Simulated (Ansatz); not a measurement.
One change: `[AlH2][O]B[SiH2][SiH3]` becomes `NB[SiH2][SiH3]`.

Ansatz, PBE0-D4/def2-TZVP geometries, multiplicity 1. Each molecule was computed in one conformer, which needn't be the lowest.

```json
{"property": "size of the dipole moment (B3LYP/def2-TZVPP) / D", "`[AlH2][O]B[SiH2][SiH3]`": "1.62"}
{"property": "HOMO energy (PBE0/def2-TZVPP) / eV", "`[AlH2][O]B[SiH2][SiH3]`": "-7.19"}
{"property": "LUMO energy (PBE/def2-TZVPP) / eV", "`[AlH2][O]B[SiH2][SiH3]`": "-2.21"}
{"property": "LUMO energy (PBE0/def2-TZVPP) / eV", "`[AlH2][O]B[SiH2][SiH3]`": "-1.40"}
{"property": "HOMO–LUMO gap (PBE/def2-TZVPP) / eV", "`[AlH2][O]B[SiH2][SiH3]`": "3.83"}
{"property": "LUMO energy (B3LYP/def2-TZVPP) / eV", "`[AlH2][O]B[SiH2][SiH3]`": "-1.61"}
```

Q: Give the same properties after the change, and the shifts. (Estimate.)

A: Computed: 
```json
{"property": "size of the dipole moment (B3LYP/def2-TZVPP) / D", "`NB[SiH2][SiH3]`": "2.60", "shift": "0.98"}
{"property": "HOMO energy (PBE0/def2-TZVPP) / eV", "`NB[SiH2][SiH3]`": "-7.63", "shift": "-0.44"}
{"property": "LUMO energy (PBE/def2-TZVPP) / eV", "`NB[SiH2][SiH3]`": "-1.65", "shift": "0.56"}
{"property": "LUMO energy (PBE0/def2-TZVPP) / eV", "`NB[SiH2][SiH3]`": "-0.76", "shift": "0.64"}
{"property": "HOMO–LUMO gap (PBE/def2-TZVPP) / eV", "`NB[SiH2][SiH3]`": "4.85", "shift": "1.02"}
{"property": "LUMO energy (B3LYP/def2-TZVPP) / eV", "`NB[SiH2][SiH3]`": "-0.93", "shift": "0.68"}
```

With PBE0 the HOMO falls by 0.44 eV and the LUMO rises by 0.64 eV, so the gap widens by about 1.08 eV. PBE moves the HOMO by -0.45 eV and ωB97M-V by -0.39 eV. Dipoles are sizes alone; their direction can turn.

B3LYP here is the variant with VWN-RPA as its local correlation; programs differ in this.
